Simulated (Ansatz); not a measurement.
`N[SiH2][Si](N)(F)F` → `N[SiH](F)F` + `N[SiH]`  (silylene formation by 1,1-elimination)

Isolated molecules relaxed with PBE0-D4/def2-TZVP in Ansatz; ΔE leaves out vibrations. CCSD(T)/CBS is the MP2 limit (def2-TZVPP, def2-QZVPP) plus CCSD(T) − MP2 in def2-TZVPP, frozen cores. This one scheme is used for every species. Functionals use def2-TZVPP. B3LYP here is the variant with VWN-RPA as its local correlation; programs differ in this. One conformer a species, not always the lowest.

`N[SiH2][Si](N)(F)F`:

Cartesian coordinates in Å:
```
N 0.261 -1.675 1.618
Si 0.068 -0.013 1.234
Si 0.279 0.188 -1.083
N -0.493 1.570 -1.673
F 1.783 0.267 -1.605
F -0.268 -1.183 -1.711
H -0.119 -2.377 1.005
H 0.296 -1.996 2.572
H -1.249 0.601 1.605
H 1.106 0.782 1.941
H -1.398 1.855 -1.339
H -0.265 1.979 -2.565
```

`N[SiH](F)F`:

Cartesian coordinates in Å:
```
N -0.732 0.704 -0.272
Si 0.495 -0.389 0.091
F 1.569 0.355 0.990
F 0.038 -1.638 0.964
H -1.355 0.556 -1.048
H -1.118 1.334 0.413
H 1.102 -0.922 -1.138
```

`N[SiH]`:

Cartesian coordinates in Å:
```
N -0.235 0.298 -0.417
Si 1.184 -0.314 0.308
H -1.178 0.167 -0.086
H -0.203 0.852 -1.259
H 0.433 -1.002 1.453
```

```csv
level,ΔE (kJ/mol)
B3LYP-D4,136.6
B3LYP,119.4
HF/def2-TZVPP,120.1
SCS-MP2/def2-TZVPP,130.5
```

Question: What does CCSD(T)/CBS give? (Estimate.)

Answer: Computed: +137.8 kJ/mol. The listed levels differ from it by -1.2, -18.4, -17.7, -7.3 kJ/mol.

Largest T1 diagnostic among the species: 0.015.

From PBE to PBE0 (25 % exact exchange), in def2-TZVPP and without D4, ΔE moves by +9.5 kJ/mol. In def2-TZVPP, CCSD(T) changes the Hartree–Fock value by +10.0 kJ/mol (the triples alone add +2.0 kJ/mol) and MP2 by +19.6 kJ/mol. The D4 term adds +17.2 kJ/mol with B3LYP and +9.7 kJ/mol with PBE0; it sums over pairs of atoms, weighted by their polarisabilities, and B3LYP, whose exchange is more repulsive, gets the larger term.
